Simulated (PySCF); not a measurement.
Ligand exchange on a metal centre used in film growth or etching (Zn NH2-CH3). All species are isolated molecules in the gas phase. One relaxed conformer stands for each flexible species; it need not be the lowest.

The LUMO from two functionals at the same geometries (BP86-D3(BJ)/def2-SVP), both in PySCF: PBE-D3(BJ)/def2-TZVP and TPSSh-D3(BJ)/def2-TZVP. 

| species | PBE-D3(BJ)/def2-TZVP (eV) | TPSSh-D3(BJ)/def2-TZVP (eV) |
|---|---|---|
| 0 of 2 NH2 replaced by CH3 ([Zn(NH2)2]) | -1.22 | -0.74 |
| 1 of 2 NH2 replaced by CH3 ([Zn(NH2)(CH3)]) | -0.83 | -0.37 |
| 2 of 2 NH2 replaced by CH3 ([Zn(CH3)2]) | -0.54 | -0.09 |

Over these rows, drawn at random from the members with no instability flagged (it was tested for open shells, ions and some series alone), PBE minus TPSSh-D3(BJ): mean -0.46 eV, from -0.48 eV to -0.44 eV.
